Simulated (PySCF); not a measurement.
How methods differ on the excitation energy of Pd²⁺

Pd²⁺ [Kr] 4d8 (3F) → Pd²⁺ [Kr] 4d7 5p1 (high-spin determinant), as a difference of total energies. Calculation: PySCF 2.14, in x2c-TZVPPall (8s6p6d2f1g, 79 functions); scalar relativity by spin-free X2C-1e. Correlated levels: valence: [Kr] frozen. The calculations carry no spin-orbit coupling.

```tsv
method	excitation energy (eV)
UHF	12.423
MP2 (valence)	13.399
SCS-MP2 (valence)	13.638
CCSD (valence)	13.252
CCSD(T) (valence)	13.273
```

Q: How much does correlation contribute at CCSD(T) (valence)?

A: 13.273 − (12.423) = 0.850 eV, measured against UHF.

The basis was made for the ground configuration and has no added diffuse functions, so the excitation energy can come out too high.

The determinant of the upper state mixes LS terms, which raises its energy above the lowest term, most at the Hartree-Fock and MP2 levels.
